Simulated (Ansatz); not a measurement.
One change: `[Cl][In]([Cl])[I]` becomes `C[NH][In]([Cl])[Cl]`.

Ansatz, PBE0-D4/def2-TZVP geometries, multiplicity 1. Each molecule was computed in one conformer, which needn't be the lowest.

Elements past krypton have def2 core potentials.

```csv
property,`[Cl][In]([Cl])[I]`
HOMO energy (ωB97M-V/def2-TZVPP) / eV,-10.43
HOMO energy (B3LYP/def2-TZVPP) / eV,-8.04
LUMO energy (PBE0/def2-TZVPP) / eV,-2.94
size of the dipole moment (B3LYP/def2-TZVPP) / D,1.33
size of the dipole moment (ωB97M-V/def2-TZVPP) / D,1.25
HOMO energy (PBE0/def2-TZVPP) / eV,-8.30
```

(1) Give the same properties after the change, and the shifts. (Estimate.)

Results:

(1) The calculation gave: 
```tsv
property	`C[NH][In]([Cl])[Cl]`	shift
HOMO energy (ωB97M-V/def2-TZVPP) / eV	-9.49	0.94
HOMO energy (B3LYP/def2-TZVPP) / eV	-6.97	1.07
LUMO energy (PBE0/def2-TZVPP) / eV	-1.99	0.95
size of the dipole moment (B3LYP/def2-TZVPP) / D	3.08	1.75
size of the dipole moment (ωB97M-V/def2-TZVPP) / D	2.97	1.72
HOMO energy (PBE0/def2-TZVPP) / eV	-7.18	1.12
```

With PBE0 the HOMO rises by 1.12 eV and the LUMO rises by 0.95 eV, so the gap narrows by about 0.17 eV. PBE moves the HOMO by 1.26 eV and ωB97M-V by 0.94 eV. The zero-point energy changes by 139.1 kJ/mol with +15 modes. Dipoles are sizes alone; their direction can turn.

B3LYP here is the variant with VWN-RPA as its local correlation; programs differ in this.

Spin–orbit coupling is left out; it splits and shifts lone-pair levels of the heavy atoms by tenths of an eV.
